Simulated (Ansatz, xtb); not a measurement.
System: C₃H₆N (charge 0, doublet). It need not be the lowest isomer of its formula. 
Structure (B3LYP-D3(BJ)/def2-TZVP (Ansatz, an electronic-structure program) minimum search):
```xyz
10

C     -0.8679    -0.8354     0.1312
C     -1.0469     0.5554    -0.2787
C      0.2240     0.0926     0.4377
N      1.4240     0.0195    -0.3611
H     -1.4529    -1.5086     0.7375
H     -1.7632     1.1831     0.2435
H     -0.9110     0.8001    -1.3276
H      0.3294     0.3940     1.4819
H      1.9653     0.8723    -0.2834
H      2.0089    -0.7532    -0.0659
```
Charge 0, spin multiplicity 2.

Harmonic wavenumbers from GFN2-xTB (xtb, at its own minimum), cm⁻¹: 191, 337, 390, 582, 807, 829, 880, 921, 1012, 1022, 1049, 1089, 1142, 1184, 1268, 1372, 1442, 1554, 2803, 2995, 3052, 3158, 3380, 3407.

Q: Give the harmonic wavenumbers at B3LYP-D3(BJ)/def2-TZVP (Ansatz, finite differences of forces, unscaled).

A: 250, 368, 408, 588, 762, 799, 822, 891, 1016, 1059, 1081, 1105, 1115, 1249, 1261, 1394, 1458, 1655, 3033, 3086, 3159, 3221, 3485, 3563 cm⁻¹. Zero-point energy 52.6 kcal/mol.

Q: From these and the geometry, give the ideal-gas thermochemistry at 298.15 K and 1 atm (rigid rotor, harmonic oscillator).

A: Point group C1, rotational symmetry number 1. Rotational constants 18.38, 6.854, 5.914 GHz. S(trans) 37.99, S(rot) 23.58, S(vib) 5.46, S(elec, spin only) 1.38, S 68.4 cal/(mol K). H(298) - H(0) 3.48 kcal/mol; G - E(el) 35.7 kcal/mol.
